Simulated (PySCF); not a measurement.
Compound: C₂H₂F₂O₃S.
Cartesian coordinates in Å at the GFN2-xTB level; atoms count from 1:
```xyz
10
C2H2F2O3S angstrom
O      2.603   -0.039    1.302
S      1.854    0.121    0.114
O      0.788   -1.159   -0.001
C     -0.497   -0.791   -0.382
C     -0.654    0.705   -0.006
F     -1.610    0.880    0.934
F     -1.115    1.398   -1.089
O      0.517    1.191    0.404
H     -0.651   -0.905   -1.461
H     -1.225   -1.397    0.163
```

The closed-shell SCF was solved with PySCF and density fitting under several settings on one GFN2-xTB geometry (grid level 2 and gas phase unless stated).

```tsv
settings	basis functions	SCF cycles	E (Eh)	HOMO (eV)	LUMO (eV)	dipole (D)
PBE0/pcSseg-1	153	15	-900.1967	-8.93	-1.51	2.71
PBE0/def2-SVPD	198	15	-899.7974	-9.04	-1.66	2.67
PBE0/6-311+G(2d,p), IEF-PCM dimethylsulfoxide, fitting basis def2-universal-jkfit	236	11	-900.4603	-8.76	-1.41	3.45
PBE0/6-311G**, grid level 4, fitting basis def2-qzvpp-jkfit	164	12	-900.3957	-8.88	-1.44	2.73
BHandHLYP/pcSseg-1, grid level 1	153	12	-900.5913	-10.39	-0.38	2.95
```

Estimate the rows for these settings: (1) mPW1PW91/def2-SVPD; (2) HCTH407/ANO-RCC-VDZP; (3) mPW1PW91/def2-SVP, IEF-PCM dichloromethane.

```csv
settings,basis functions,SCF cycles,E (Eh),HOMO (eV),LUMO (eV),dipole (D)
mPW1PW91/def2-SVPD,198,15,-900.3338,-9.09,-1.69,2.69
HCTH407/ANO-RCC-VDZP,126,17,-900.7307,-7.73,-2.77,2.52
"mPW1PW91/def2-SVP, IEF-PCM dichloromethane",126,14,-900.2911,-8.65,-1.16,3.19
```

Over all rows, what range does the HOMO–LUMO gap span?

From 4.96 eV (HCTH407/ANO-RCC-VDZP) to 10.01 eV (BHandHLYP/pcSseg-1, grid level 1). The functional of the narrowest has no exact exchange, that of the widest 50 % exact exchange.

And the dipole moment?

From 2.52 D (HCTH407/ANO-RCC-VDZP) to 3.45 D (PBE0/6-311+G(2d,p), IEF-PCM dimethylsulfoxide, fitting basis def2-universal-jkfit); the largest is 1.37 times the smallest, and the median is 2.72 D.

Compare two rows with the functional PBE0: PBE0/6-311G**, grid level 4, fitting basis def2-qzvpp-jkfit and PBE0/pcSseg-1. Which energy is lower, and by how much?

PBE0/6-311G**, grid level 4, fitting basis def2-qzvpp-jkfit (164 functions) lies 0.1990 Eh or 125 kcal/mol below PBE0/pcSseg-1 (153 functions).

Cycle counts include a coarse-grid stage where the run had one. All basis functions are spherical, in the Pople sets too. ANO-RCC sets were contracted for a scalar-relativistic Hamiltonian, but ran non-relativistically here. One conformer (not necessarily the lowest) at the GFN2-xTB geometry, without vibrations or thermal averaging.
